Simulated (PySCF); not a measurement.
## Polarisability and C₆ of Kr (krypton, neutral)

[Kr], closed-shell 1S. Computed with PySCF 2.14 in aug-cc-pVQZ-PP with one added diffuse shell each of s, p, d, f, g type with ECP10MDF (8s7p6d4f3g, 114 functions), with a scalar-relativistic core potential. Coupled (time-dependent) response in atomic units; α is the mean over directions.

```tsv
method	mean α (bohr³)	C₆ (like pair)	S(−4)
UHF	16.44	125.7	52.59
PBE	18.29	142.6	73.84
PBE0	17.47	135.1	63.70
BP86	18.29	142.7	72.96
BHandHLYP	17.07	131.1	59.54
```

S(−4) is the Cauchy moment in α(ω) = α(0) + S(−4) ω² + …

Reference α: 16.78 ± 0.02 bohr³ (recommended; Schwerdtfeger and Nagle, table of static dipole polarizabilities (2023 update)). Published C₆: 130.0 (Chu and Dalgarno (2004); Tang, Norbeck and Certain (1976)).

α(iu) at BP86:

```json
{"u (hartree)": "0", "α(iu) (bohr³)": "18.29"}
{"u (hartree)": "0.0500", "α(iu) (bohr³)": "18.11"}
{"u (hartree)": "0.100", "α(iu) (bohr³)": "17.60"}
{"u (hartree)": "0.200", "α(iu) (bohr³)": "15.89"}
{"u (hartree)": "0.300", "α(iu) (bohr³)": "13.83"}
{"u (hartree)": "0.500", "α(iu) (bohr³)": "10.09"}
{"u (hartree)": "0.750", "α(iu) (bohr³)": "6.865"}
{"u (hartree)": "1.00", "α(iu) (bohr³)": "4.858"}
{"u (hartree)": "1.50", "α(iu) (bohr³)": "2.739"}
{"u (hartree)": "2.00", "α(iu) (bohr³)": "1.746"}
{"u (hartree)": "3.00", "α(iu) (bohr³)": "0.8972"}
{"u (hartree)": "5.00", "α(iu) (bohr³)": "0.3811"}
```

A single London oscillator, α(iu) = α/(1 + u²/ω²), gives C₆ = (3/4) ω α². Matching the computed C₆ needs ω = 4 × 142.7 / (3 × 18.29²) = 0.569 hartree.

Energies and moments cover only the electrons outside the core potential.
